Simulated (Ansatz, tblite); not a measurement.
Removing an electron: [ReNF4]2- (ReNF₄²⁻). Total charge -2; singlet. Geometry: PBE0-D4/def2-SVPD. Ansatz, gas phase; energy differences of separate SCF runs; the oxidised species was run as a doublet alone.

```xyz
6

Re    0.048   -0.163   -0.008
N     0.516   -1.747   -0.086
F    -1.974   -0.053   -0.199
F     0.047    0.627   -1.882
F     1.692    1.008    0.246
F    -0.329    0.328    1.929
```

In the def2 sets Re takes a core potential; there is no spin–orbit coupling. The xTB rows come from tblite. A multiply charged anion in the gas phase is held together partly by the finite basis. Removing one electron lowers the energy by 3.19 eV at PBE0-D4/def2-TZVPD, so it isn't bound.

Task: Estimate orbital energies and vertical ionisation energies at: GFN1-xTB; GFN2-xTB; PBE-D4/def2-TZVPD; r2SCAN-D4/def2-TZVPD; PBE0-D4/def2-TZVPD.

Result: 
```tsv
level	−HOMO (eV)	vertical IE (eV)	−LUMO (eV)	HOMO–LUMO gap (eV)	remarks
GFN1-xTB	-0.06	3.69	-2.28	2.22	–
GFN2-xTB	-0.13	3.54	-2.53	2.40	–
PBE-D4/def2-TZVPD	-6.78	-3.53	-7.02	0.23	HOMO above zero (-2 singlet)
r2SCAN-D4/def2-TZVPD	-6.55	-3.52	-7.48	0.93	HOMO above zero (-2 singlet)
PBE0-D4/def2-TZVPD	-5.15	-3.19	-7.36	2.21	HOMO above zero (-2 singlet)
```

  A HOMO above zero means that the electron is unbound at that level or that self-interaction error raises the level; the energy of removing that electron tells which. Raw xTB energy differences between charge states are shifted by several eV; the methods need an empirical correction for them.
